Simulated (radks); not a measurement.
Results of a calculation; reference values are marked as such.
Ionisation of the selenium ion Se+, [Ar] 3d10 4s2 4p3, to [Ar] 3d10 4s2 4p2 as the strength of local exchange is varied. Level of theory: Dirac Kohn-Sham, Slater X-alpha exchange (alpha = 2/3 is LDA exchange), no correlation, spin-unpolarised, spherical densities, finite nucleus; open shells are shared between the two j in proportion to 2j + 1; Fermi nuclear charge, rms radius 4.14 fm (a radial shooting solver on a logarithmic mesh with Libxc functionals).

alpha,E(Se+) (hartree),exchange (hartree),IE (eV),-e of the level emptied (eV),<r> of it (bohr)
0.592,-2414.40875,-71.93660,18.360,13.351 (4p3/2),2.189
0.667,-2423.53907,-81.34761,19.261,14.180 (4p3/2),2.151
0.699,-2427.44484,-85.38324,19.651,14.541 (4p3/2),2.135
0.76,-2434.90708,-93.10970,20.407,15.240 (4p3/2),2.106
0.797,-2439.44411,-97.81767,20.872,15.672 (4p3/2),2.089
0.886,-2450.39078,-109.20843,22.012,16.733 (4p3/2),2.049

NIST Atomic Spectra Database: 21.20 eV (measured). The Delta-SCF value meets it near alpha = 0.82. Spin polarisation and multiplet splitting are left out, so open shells lie too high by an amount that depends on their filling. Sharing an open shell by 2j + 1 raises it above the true ground level by a part of the spin-orbit splitting, which enters the differences from NIST.

Beside tabulated values, note that spin-unpolarised runs miss the spin-polarisation part of the exchange energy of open shells.
